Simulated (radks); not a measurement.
Question: Species: the lanthanum ion La13+. Configuration: [Kr] 4d8. Calculated with a radial shooting solver on a logarithmic mesh with Libxc functionals: scalar-relativistic Kohn-Sham, SCAN, spin-polarised, spherical densities, finite nucleus; open shells are filled with parallel spins first (spin-orbit coupling, left out, can overturn this in heavy ions); meta-GGA in the generalised Kohn-Sham scheme; Fermi nuclear charge, rms radius 4.855 fm. Some entries of the table are withheld. Estimate them.

orbital,occ.,eigenvalue (eV),r(max) (bohr),<1/r> (bohr^-1)
1s up,1,-39056.05,0.01608,62.01
1s down,1,-39056.00,0.01608,62.01
2s up,1,-6439.456,0.09083,14.30
2s down,1,-6438.554,0.09083,14.30
2p up,3,-5792.849,0.07314,13.55
2p down,3,-5792.038,0.07314,13.55
3s up,1,-1569.312,0.2596,5.196
3s down,1,-1568.847,0.2597,5.195
3p up,3,-1361.149,0.2542,4.918
3p down,3,-1360.570,0.2543,4.918
3d up,5,-1063.590,0.2100,4.657
3d down,5,-1062.625,0.2101,4.657
4s up,1,-496.1495,0.6031,2.191
4s down,1,-492.3972,0.6030,2.190
4p up,3,(1),0.6272,2.041
4p down,3,(2),0.6271,2.040
4d up,5,-324.2870,0.6541,1.827
4d down,3,-320.6860,0.6540,1.825

Answer: 
(1) 4p up eigenvalue (eV): -426.3286
(2) 4p down eigenvalue (eV): -422.6229
